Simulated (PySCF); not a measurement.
Computed properties of AlFBr2, SMILES [F][Al]([Br])[Br]

AlFBr2, SMILES [F][Al]([Br])[Br]. Geometry: B3LYP-D3(BJ)/def2-SVP. The structure was generated by enumeration; whether it is a known compound was not checked. The values are those of a single conformer. All values are computed for the isolated molecule unless a solvent is named; none is compared with measurement here.

**Structure.** The optimised structure has C2v symmetry. All 6 harmonic modes at B3LYP-D3(BJ)/def2-SVP (PySCF) are real, so it is a minimum. With heavy atoms numbered as in [Al:1]([F:2])([Br:3])[Br:4], the shortest bond between them is Al1–F2 at 1.656 Å and the longest Al1–Br4 at 2.232 Å.

**Vibrations.** The strongest infrared lines (harmonic, unscaled, degenerate partners summed) lie at 530 cm⁻¹ (197 km/mol, Al 84 %, Br 16 %), 892 cm⁻¹ (112 km/mol, F 54 %, Al 46 %), 212 cm⁻¹ (43 km/mol, Al 78 %, F 17 %). The softest mode is at 104 cm⁻¹ and the zero-point energy is 3.2 kcal/mol.

**Electronic structure.** r2SCAN/def2-TZVPD (PySCF) places the frontier levels at -7.98 and -2.09 eV, a gap of 5.89 eV, and gives a dipole moment of 0.70 D and a mean polarisability of 65.6 bohr³. PBE/def2-TZVPD (PySCF) at the same geometry gives -7.65 and -2.54 eV, so its gap is 0.78 eV narrower. An orbital gap is neither the optical nor the fundamental gap.

**Excitations.** TDA-PBE0/def2-SVPD (PySCF) has S1 at 5.91 eV (210 nm, f = 0.016, weak); the most intense of the 10 singlets computed lies at 7.88 eV (f = 0.32). T1 (TDA) is at 5.61 eV, 0.30 eV under S1. TDA-PBE/def2-SVPD (PySCF) puts S1 at 5.23 eV. No vertical singlet excitation falls in the visible range (under 3.1 eV).

**NMR.** GIAO shifts at KT2/pcSseg-1 (PySCF) (non-relativistic, atoms alike by connectivity averaged): ¹⁹F at -143.1 ppm against CFCl3. Without spin–orbit terms, shifts of atoms bonded to Cl or Br come out too high.
